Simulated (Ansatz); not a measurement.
Mulliken charges of `[OH][Zr]([F])([F])[SH]` from PBE/def2-TZVPP in Ansatz (PBE0-D4/def2-TZVP geometry).

```csv
atom,x (Å),y (Å),z (Å),charge (e)
O1,-1.073,0.354,0.990,-0.466
Zr2,0.227,-0.604,-0.006,1.187
F3,1.600,-1.286,1.118,-0.341
F4,-0.545,-2.083,-0.916,-0.341
S5,1.197,0.955,-1.638,-0.363
H6,-1.751,0.648,1.593,0.199
H7,0.407,1.948,-1.188,0.126
```

Task: By hand: the dipole of these point charges (1 e Å = 4.8032 D).

Result: Σ q r = (-0.322, 0.295, 0.225) e Å, of length 0.491 e Å = 2.36 D.

Task: How does the dipole of the full density compare? (Best estimate.)

Result: The calculation gave: (-0.475, 0.306, 0.383) e Å, 3.28 D; the point charges give 0.72 times that, at 11° from its direction.

Point charges leave out the atoms' own dipoles, such as those of lone pairs, and Mulliken's split depends on the basis, so the two needn't agree.
